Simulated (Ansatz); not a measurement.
CH4BBrO can be A, `OCBBr`, or B, `CB(O)Br`.

Computed with Ansatz on PBE0-D4/def2-TZVP structures; ΔE is electronic, products minus reactants. CCSD(T)/CBS adds triple-zeta CCSD(T) − MP2 to the extrapolated MP2 energy (def2 sets, frozen cores). Functionals use def2-TZVPP. B3LYP here is the variant with VWN-RPA as its local correlation; programs differ in this. For Br outer-core shells are correlated without core-valence functions, which leaves a few kJ/mol of doubt a bond. Scalar relativity is left out up to krypton. Each species was taken in one conformer, which may not be the lowest.

Q: Which is lower in electronic energy at CCSD(T)/CBS, and by how much? (Estimate.)

A: Ansatz gave: B, by 244.6 kJ/mol.

Q: Give E(B) − E(A) in kJ/mol with PBE-D4, HF/def2-TZVPP, BLYP-D4, CCSD/def2-TZVPP, B3LYP-D4, LDA (SPW92), MP2/def2-TZVPP. (Best estimate.)

A: The calculation gave: PBE-D4 -237.0, HF/def2-TZVPP -247.2, BLYP-D4 -238.8, CCSD/def2-TZVPP -245.6, B3LYP-D4 -242.6, LDA (SPW92) -239.9, MP2/def2-TZVPP -252.8. None reverses the order clearly.

Q: Does the order hold for the free energy at 298.15 K (harmonic terms from PBE0-D4)? (Estimate.)

A: Ansatz gave: Yes: G(B) − G(A) = -239.2 kJ/mol, for one conformer each.

Largest T1 diagnostic: 0.011.

From PBE to PBE0 (25 % exact exchange), in def2-TZVPP and without D4, E(B) − E(A) moves by −4.3 kJ/mol. Leaving LDA and LC-ωPBE aside and taking each functional with its dispersion term where it has one, the values, not all of them listed here, spread over 15.8 kJ/mol, from B97M-V to revPBE-D4.
